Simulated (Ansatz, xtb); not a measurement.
## Relative energy of two structures of BH6PSn

We compare a, a singlet given by its coordinates, with b, a singlet given by its coordinates. Both are isolated molecules in the gas phase, relaxed with r2SCAN-D4/def2-SVP.

a (Å):

```xyz
9

B     0.0491   -1.1882   -0.8007
P    -0.9128    1.7615    2.0201
Sn   -1.0479   -0.5624    1.0188
H    -0.7931   -0.2903   -1.1395
H    -0.2825   -2.2890   -1.1678
H     1.1902   -0.7988   -0.8233
H    -2.7645   -0.8319    1.1733
H    -1.5987    1.3695    3.2113
H     0.3912    1.5848    2.5757
```

Close contacts (Å): B1–Sn3 2.21, P2–Sn3 2.53, B1–H4 1.28, B1–H5 1.21, B1–H6 1.21, P2–H8 1.43, P2–H9 1.43, Sn3–H4 2.19, Sn3–H7 1.74.

b (Å):

| atom | x (Å) | y (Å) | z (Å) |
| --- | --- | --- | --- |
| B | 0.7472 | 1.0577 | 0.2847 |
| P | -0.7944 | 0.7632 | -0.9026 |
| Sn | -0.1801 | -0.5128 | 1.5944 |
| H | 1.7666 | 0.6660 | -0.2313 |
| H | -0.9151 | -0.6284 | -1.2015 |
| H | 0.6947 | 2.1527 | 0.7914 |
| H | -2.0074 | 0.8888 | -0.1588 |
| H | -1.6993 | -0.2463 | 2.3921 |
| H | -0.3145 | -2.1634 | 1.0724 |

Close contacts (Å): B1–P2 1.97, B1–Sn3 2.25, P2–Sn3 2.87, B1–H4 1.21, B1–H6 1.21, P2–H5 1.43, P2–H7 1.43, Sn3–H8 1.74, Sn3–H9 1.74.

Problem. Estimate which is lower in electronic energy at CCSD(T)/def2-TZVP, and by roughly how much.

Solution. Too close to call at this level: CCSD(T)/def2-TZVP gives E(b) − E(a) = −0.03 kcal/mol.

The same difference at several levels:

```csv
level,geometry,E(b) − E(a) (kcal/mol),departure from the last row (kcal/mol),"job, with rough time for the two"
r2SCAN-D4/def2-SVP,r2SCAN-D4/def2-SVP,−1.61,−1.57,"optimisation, 72 s"
HF/def2-TZVP,r2SCAN-D4/def2-SVP,+4.66,+4.70,part of the CCSD(T) run
MP2/def2-TZVP,r2SCAN-D4/def2-SVP,−0.97,−0.94,part of the CCSD(T) run
CCSD(T)/def2-TZVP,r2SCAN-D4/def2-SVP,−0.03,,"single point, 72 s"
```

The largest departure from CCSD(T)/def2-TZVP is that of HF/def2-TZVP, 4.70 kcal/mol. Levels run at GFN2-xTB geometries aren't shown.

With harmonic frequencies from r2SCAN-D4/def2-SVP (ideal gas, rigid rotor, one conformer each, 298.15 K, 1 atm): on the last row, ΔE + ΔZPE = −0.14, ΔH = −0.51, ΔG = +0.55 kcal/mol.

The correlated steps freeze 10 core orbitals; the filled d shell of Sn is correlated, in a basis made for valence electrons. Atoms past krypton carry core potentials in the def2 sets and no spin–orbit term is included. Mirror images aren't counted in ΔG. Run with Ansatz 0.2.0; the last row on 2 threads of Arm Neoverse V2 on a shared host.
